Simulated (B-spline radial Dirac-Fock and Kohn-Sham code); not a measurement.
# Os²⁴⁺: K-LL lines in intermediate coupling

System: the Os²⁴⁺ ion in the configuration 1s2 2s2 2p6 3s2 3p6 3d10 4s2 4p6 4d10 4f6.

The run's input, task.json:

```json
{"items": [{
  "Z": 76,
  "q": 24,
  "cfg": [[1, 0, 2], [2, 0, 2], [2, 1, 6], [3, 0, 2], [3, 1, 6], [3, 2, 10], [4, 0, 2], [4, 1, 6], [4, 2, 10], [4, 3, 6]],
  "A": 192,
  "rrms": 5.4126,
  "do": ["binding", "quiet", "double"]
}]}
```

Command: `python xray_run.py task.json out`

Level of theory: relaxed Dirac-Fock hole states (ΔSCF) with Breit and QED corrections and a finite nucleus; an atomic code on a B-spline grid. The two-hole levels come from diagonalising the Coulomb interaction among the jj configurations; intensities are independent-particle Coulomb rates. Kinetic energies are from the vacuum level. Electron correlation is not included. Open outer shells are spectators and are not coupled to the holes. The rates lack the Breit term, which in heavy atoms raises K-L1L1 and K-L1L2. Labels follow the leading weight; the literature often keeps the label of the LS limit.

| kinetic energy (eV) | J | leading jj holes (weight) | leading LS term (weight) | intensity (%) |
| --- | --- | --- | --- | --- |
| 46891.9 | 0 | L1L1 (1.00) | ¹S0 (1.00) | 12.0 |
| 47483.9 | 1 | L1L2 (1.00) | ³P1 (0.63) | 16.7 |
| 47528.1 | 0 | L1L2 (1.00) | ³P0 (1.00) | 2.3 |
| 48009.8 | 0 | L2L2 (1.00) | ³P0 (0.65) | 2.5 |
| 48974.9 | 1 | L1L3 (1.00) | ¹P1 (0.63) | 12.0 |
| 49058.9 | 2 | L1L3 (1.00) | ³P2 (1.00) | 3.0 |
| 49557.1 | 2 | L2L3 (1.00) | ¹D2 (0.68) | 37.1 |
| 49584.0 | 1 | L2L3 (1.00) | ³P1 (1.00) | 0.1 |
| 51048.5 | 0 | L3L3 (1.00) | ¹S0 (0.65) | 1.8 |
| 51100.6 | 2 | L3L3 (1.00) | ³P2 (0.68) | 12.5 |

The strongest line, by its leading LS label ¹D2, lies at 49557.1 eV. The mean weight of the leading component is 1.00 in jj and 0.79 in LS coupling, so jj labels describe these levels better.

Values without a named source are computed, but for edge energies of neutral atoms, which are taken from tables.
